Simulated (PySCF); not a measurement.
# Potential energy of KBr along the bond

Set-up: K pcseg-1, Br pcseg-1; no relativity (PySCF 2.14). Energies in eV from K + Br in their ground configurations at the same level. State: ¹Σ⁺ (singlet), closed shell.

Curves on a restricted Hartree–Fock reference rise too fast on stretching and do not dissociate correctly.

```
R (Å)  revPBE  RHF-MP2
2.424  -3.212   -3.056
2.537  -3.559   -3.468
2.650  -3.749   -3.702
2.734  -3.818   -3.794
2.819  -3.841   -3.834
2.904  -3.831   -3.835
3.016  -3.779   -3.793
3.157  -3.673   -3.693
3.326  -3.512   -3.530
3.552  -3.271   -3.278
```

Put a parabola through the three lowest points of the revPBE curve and estimate Re, k and ωe (reduced mass 26.08 u; 1 eV/Å² = 0.16022 mdyn/Å; ωe = 1302.8·√(k/μ) cm⁻¹).

Through R = 2.734, 2.819, 2.904 Å the second-order coefficient is 2.28 eV/Å², so Re ≈ 2.836 Å, k ≈ 0.732 mdyn/Å and ωe ≈ 218 cm⁻¹. A polynomial fit of higher order to the unrounded revPBE energies gives Re = 2.831 Å, k = 0.727 mdyn/Å, ωe = 217 cm⁻¹; anharmonicity and rounding make the difference.

The higher-order fit for each curve: revPBE: Re = 2.831 Å, ωe = 217 cm⁻¹, De = 3.84 eV; RHF-MP2: Re = 2.863 Å, ωe = 220 cm⁻¹, De = 3.84 eV.

Correlated steps freeze 14 core orbitals. Correlated levels converge slowly with the basis: in double zeta they bind strong bonds too weakly, by up to about 1 eV, and carry superposition errors of some tenths. Where the molecule has an RHF reference, its open-shell atoms are computed with UHF.
